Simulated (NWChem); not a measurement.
System: Si2H6TeO; SMILES [SiH3]O[Te][SiH3]

```xyz
10

Te    -0.6930     0.4860    -0.0308
Si     1.5383     1.6301    -0.0101
H      1.2772     2.9882    -0.5767
H      2.5172     0.8927    -0.8598
H      2.0582     1.7396     1.3826
O      0.0559    -1.2108     0.7590
Si     0.4598    -2.5185    -0.2031
H     -0.7291    -3.0435    -0.9445
H      0.9815    -3.5683     0.7182
H      1.5124    -2.1561    -1.2040
```
Atoms are numbered in this order, from 1.

All runs: NWChem. Coordinates come from a PBE0/def2-SVP optimisation. No frequency run checked for a minimum. def2 effective core potentials on Te; no spin-orbit coupling. Level PBE/def2-SVP: energy and gradient on several grids; changes count from the extra-fine grid, which is no exact limit either.

Which is the coarsest grid (medium; fine; xfine; coarse; xcoarse) from which on the energy stays within 50 μHa and each gradient component within 100 μHa/bohr of xfine?

medium.
```tsv
grid	size of the energy change (μHa)	largest change of a gradient component (μHa/bohr)
xcoarse	600	1000
coarse	50	400
medium	20	40
fine	< 10	< 30
xfine	< 10	< 30
```
